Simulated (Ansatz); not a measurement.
Consider the hydrogenolysis of the Si–C bond: `C=C[SiH2]B(O)Cl` + H₂ → `OB([SiH3])Cl` + `C=C`.

Computed with Ansatz on PBE0-D4/def2-TZVP structures; ΔE is electronic, products minus reactants. CBS: MP2 limit from def2 TZ/QZ plus the TZ coupled-cluster correction, frozen cores. This one scheme is used for every species. DFT in def2-TZVPP. Each species was taken in one conformer, which may not be the lowest.

`C=C[SiH2]B(O)Cl`:

```xyz
12

C     0.198    1.607    1.236
C    -0.612    0.555    1.313
Si   -0.751   -0.775    0.016
B     0.526   -0.489   -1.537
O     1.474   -1.368   -1.915
Cl    0.423    0.989   -2.499
H     0.843    1.779    0.379
H     0.245    2.354    2.024
H    -1.238    0.458    2.200
H    -2.151   -0.854   -0.492
H    -0.455   -2.102    0.641
H     1.499   -2.156   -1.364
```

H₂:

Cartesian coordinates in Å:
```
H 0.246 0.114 0.256
H -0.246 -0.114 -0.256
```

`OB([SiH3])Cl`:

```xyz
8

O    -1.231    1.319   -0.418
B    -0.246    0.431   -0.630
Si    0.482   -0.730    0.858
Cl    0.438    0.269   -2.264
H    -1.490    1.811   -1.206
H    -0.202   -0.473    2.152
H     1.938   -0.465    1.017
H     0.311   -2.162    0.492
```

`C=C`:

```xyz
6

C    -0.547   -0.123    0.350
C     0.547    0.123   -0.351
H    -1.184   -0.973    0.133
H    -0.853    0.517    1.172
H     1.184    0.973   -0.133
H     0.853   -0.517   -1.172
```

```tsv
level	ΔE (kJ/mol)
ωB97M-V	-26.8
r2SCAN	-26.3
PBE0	-33.6
MP2/def2-TZVPP	-20.6
SCS-MP2/def2-TZVPP	-27.7
CCSD(T)/def2-TZVPP	-27.9
SCS-MP2/def2-QZVPP	-26.5
HF/CBS(def2)	-55.2
```

Question: What does CCSD(T)/CBS give? (An estimate is asked.)

Answer: Ansatz gave: -25.8 kJ/mol. The listed levels differ from it by -1.0, -0.5, -7.8, 5.2, -1.9, -2.1, -0.7, -29.4 kJ/mol.

Largest T1 diagnostic among the species: 0.013.

In def2-TZVPP, CCSD(T) changes the Hartree–Fock value by +27.5 kJ/mol (the triples alone add +5.8 kJ/mol) and MP2 by +34.8 kJ/mol. From PBE to PBE0 (25 % exact exchange), in def2-TZVPP and without D4, ΔE moves by −3.2 kJ/mol. The D4 term adds +13.7 kJ/mol with B3LYP and +7.9 kJ/mol with PBE0; it sums over pairs of atoms, weighted by their polarisabilities, and B3LYP, whose exchange is more repulsive, gets the larger term.

B3LYP here is the variant with VWN-RPA as its local correlation; programs differ in this.
